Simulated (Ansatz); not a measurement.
A first, cheap relaxation of `CC1=[N+](C)[Al-]([CH3])([Cl])[N]1C`.

```yaml
crystal:
  periodic: [false, false, false]
  atoms:
    - {symbol: C, position_ang: [-0.618700, -2.482700, -0.177500]}
    - {symbol: C, position_ang: [-0.190400, -1.031700, -0.238900]}
    - {symbol: N, position_ang: [0.897900, -0.443500, 0.228200]}
    - {symbol: C, position_ang: [2.166000, -0.949500, 0.946600]}
    - {symbol: Al, position_ang: [0.568200, 1.166200, -0.418500]}
    - {symbol: C, position_ang: [0.355900, 2.582000, 1.001800]}
    - {symbol: Cl, position_ang: [1.698300, 1.668800, -2.244800]}
    - {symbol: N, position_ang: [-0.833800, 0.240600, -0.680600]}
    - {symbol: C, position_ang: [-2.192500, 0.535500, -1.151600]}
    - {symbol: H, position_ang: [-1.164300, -2.622000, 0.807200]}
    - {symbol: H, position_ang: [0.182200, -3.130200, -0.280700]}
    - {symbol: H, position_ang: [-1.369700, -2.604400, -0.996700]}
    - {symbol: H, position_ang: [2.779400, -0.121100, 1.109700]}
    - {symbol: H, position_ang: [1.748000, -1.366600, 1.945100]}
    - {symbol: H, position_ang: [2.568900, -1.775200, 0.351200]}
    - {symbol: H, position_ang: [-0.268100, 2.202400, 1.842700]}
    - {symbol: H, position_ang: [1.365800, 2.869000, 1.400800]}
    - {symbol: H, position_ang: [-0.139400, 3.479800, 0.578700]}
    - {symbol: H, position_ang: [-2.955400, 0.243900, -0.424400]}
    - {symbol: H, position_ang: [-2.415700, -0.057100, -2.099800]}
    - {symbol: H, position_ang: [-2.307100, 1.606200, -1.451500]}
basis:
  gaussian: {orbitals: def2-SVP}
hamiltonian: {xc: pbe, dispersion: d4}
relax: {f_tol: 0.03, max_steps: 200}
```

```sh
$ ansatz run in.yaml --threads 4 --pin off --events-out ev --progress --plain --max-ram 46080MiB --backend cuda --devices 0, --max-vram 37GiB
```

Shortened log:

```
Functional definition: PBE
  name "PBE"
  cite "Perdew, Burke & Ernzerhof, Phys. Rev. Lett. 77, 3865 (1996) doi:10.1103/PhysRevLett.77.3865"
  parent pbe
  parameter kappa = 0.804
  parameter beta = 0.06672455060314922
  exchange = pbe_x(kappa = kappa, mu = beta*pi^2/3)
  correlation = pbe_c(beta = beta)
mean field -27450.08035543 eV, -1008.7718467292 hartree, gradient 3.8e-5 eV, S^2 0.000000; 0 other end points of the search recorded, 0 dependent functions left out
the calculation of the forces begins
relax step   1: F+E_penalty+E_count = -27450.65680018 eV  Δ(F+E_penalty+E_count) = +0.000e0 eV  max|allowed force component| = 5.602e0 eV/Å  Δτ_max = 0.0000 Å  (33 SCF iters, accepted)
these checks for a lower state are left out or cut short: starts, cluster_reference, orbital_swaps, neighbouring_geometries, increment
mean field -27451.74922267 eV, -1008.8331764692 hartree, gradient 1.0e-5 eV, S^2 0.000000; 0 other end points of the search recorded, 0 dependent functions left out
the calculation of the forces begins
relax step   2: F+E_penalty+E_count = -27452.32162073 eV  Δ(F+E_penalty+E_count) = -1.665e0 eV  max|allowed force component| = 3.251e0 eV/Å  Δτ_max = 0.1933 Å  (39 SCF iters, accepted)
these checks for a lower state are left out or cut short: starts, cluster_reference, orbital_swaps, neighbouring_geometries, increment
mean field -27452.38308978 eV, -1008.8564706559 hartree, gradient 1.8e-5 eV, S^2 0.000000; 0 other end points of the search recorded, 0 dependent functions left out
the calculation of the forces begins
relax step   3: F+E_penalty+E_count = -27452.95607761 eV  Δ(F+E_penalty+E_count) = -6.345e-1 eV  max|allowed force component| = 7.745e-1 eV/Å  Δτ_max = 0.1936 Å  (37 SCF iters, accepted)
these checks for a lower state are left out or cut short: starts, cluster_reference, orbital_swaps, neighbouring_geometries, increment
mean field -27452.49279783 eV, -1008.8605023522 hartree, gradient 9.4e-6 eV, S^2 0.000000; 0 other end points of the search recorded, 0 dependent functions left out
the calculation of the forces begins
relax step   4: F+E_penalty+E_count = -27453.06217860 eV  Δ(F+E_penalty+E_count) = -1.061e-1 eV  max|allowed force component| = 3.228e-1 eV/Å  Δτ_max = 0.1527 Å  (31 SCF iters, accepted)
these checks for a lower state are left out or cut short: starts, cluster_reference, orbital_swaps, neighbouring_geometries, increment
mean field -27452.51270668 eV, -1008.8612339891 hartree, gradient 2.4e-5 eV, S^2 0.000000; 0 other end points of the search recorded, 0 dependent functions left out
the calculation of the forces begins
relax step   5: F+E_penalty+E_count = -27453.08112097 eV  Δ(F+E_penalty+E_count) = -1.894e-2 eV  max|allowed force component| = 1.371e-1 eV/Å  Δτ_max = 0.0638 Å  (31 SCF iters, accepted)
these checks for a lower state are left out or cut short: starts, cluster_reference, orbital_swaps, neighbouring_geometries, increment
mean field -27452.51418921 eV, -1008.8612884710 hartree, gradient 1.7e-5 eV, S^2 0.000000; 0 other end points of the search recorded, 0 dependent functions left out
the calculation of the forces begins
relax step   6: F+E_penalty+E_count = -27453.08348341 eV  Δ(F+E_penalty+E_count) = -2.362e-3 eV  max|allowed force component| = 5.954e-2 eV/Å  Δτ_max = 0.0265 Å  (31 SCF iters, accepted)
these checks for a lower state are left out or cut short: starts, cluster_reference, orbital_swaps, neighbouring_geometries, increment
mean field -27452.51447005 eV, -1008.8612987917 hartree, gradient 1.8e-5 eV, S^2 0.000000; 0 other end points of the search recorded, 0 dependent functions left out
the calculation of the forces begins
relax step   7: F+E_penalty+E_count = -27453.08382588 eV  Δ(F+E_penalty+E_count) = -3.425e-4 eV  max|allowed force component| = 1.325e-2 eV/Å  Δτ_max = 0.0094 Å  (32 SCF iters, accepted)
mean field -27452.51447005 eV, -1008.8612987917 hartree, gradient 2.4e-5 eV, S^2 0.000000; 1 other end points of the search recorded, 0 dependent functions left out
the calculation of the forces begins
Total energy: -27453.08387315 eV, -1008.8822239695 hartree
Atom 0 at    -0.678574    -2.171152    -0.101593 Å, force     0.001438     0.006586    -0.001897 eV/Å
Atom 1 at    -0.157176    -0.767257    -0.209471 Å, force    -0.002723     0.005016     0.000678 eV/Å
Atom 2 at     1.050069    -0.368109     0.223607 Å, force     0.000258    -0.006309    -0.013246 eV/Å
Atom 3 at     2.034909    -1.230681     0.822353 Å, force    -0.008667    -0.006981     0.003984 eV/Å
Atom 4 at     0.644637     1.461397    -0.324414 Å, force    -0.003895    -0.005122     0.005545 eV/Å
Atom 5 at     0.392046     2.809083     1.074593 Å, force     0.005816     0.000265     0.001231 eV/Å
Atom 6 at     1.732342     2.052720    -2.081472 Å, force     0.002257     0.003301    -0.004921 eV/Å
Atom 7 at    -0.844244     0.263900    -0.728244 Å, force     0.003887    -0.007385     0.010994 eV/Å
Atom 8 at    -2.178791     0.176346    -1.261111 Å, force     0.000393    -0.004516    -0.002809 eV/Å
Atom 9 at    -1.192059    -2.309489     0.873410 Å, force     0.000525    -0.000081     0.001583 eV/Å
Atom 10 at     0.144008    -2.908898    -0.152696 Å, force    -0.000531    -0.002144     0.000545 eV/Å
Atom 11 at    -1.411188    -2.391363    -0.900304 Å, force     0.000693    -0.000064     0.000718 eV/Å
Atom 12 at     2.944922    -0.643668     1.049900 Å, force     0.007109     0.006625     0.001886 eV/Å
Atom 13 at     1.690386    -1.687351     1.779155 Å, force    -0.000812     0.002411    -0.002122 eV/Å
Atom 14 at     2.346824    -2.063166     0.149813 Å, force    -0.000101     0.000946    -0.000250 eV/Å
Atom 15 at    -0.201647     2.419032     1.927787 Å, force    -0.000636    -0.000328     0.000964 eV/Å
Atom 16 at     1.366656     3.158680     1.477004 Å, force    -0.003306     0.000628    -0.000493 eV/Å
Atom 17 at    -0.130783     3.707760     0.684227 Å, force    -0.002216    -0.000501    -0.000425 eV/Å
Atom 18 at    -2.927081    -0.164256    -0.508558 Å, force     0.000815     0.001026    -0.000073 eV/Å
Atom 19 at    -2.250775    -0.509619    -2.136898 Å, force     0.000981    -0.001491     0.001082 eV/Å
Atom 20 at    -2.498981     1.176492    -1.610088 Å, force    -0.001287     0.008117    -0.002972 eV/Å
Dipole moment:    -0.488568    -0.870513     0.392738 e Å
```

It took 14 s on 4 threads of an AMD EPYC 7R13 on a shared host and a share of an NVIDIA H100 80 GB, with 0.9 GiB of host memory at the peak.
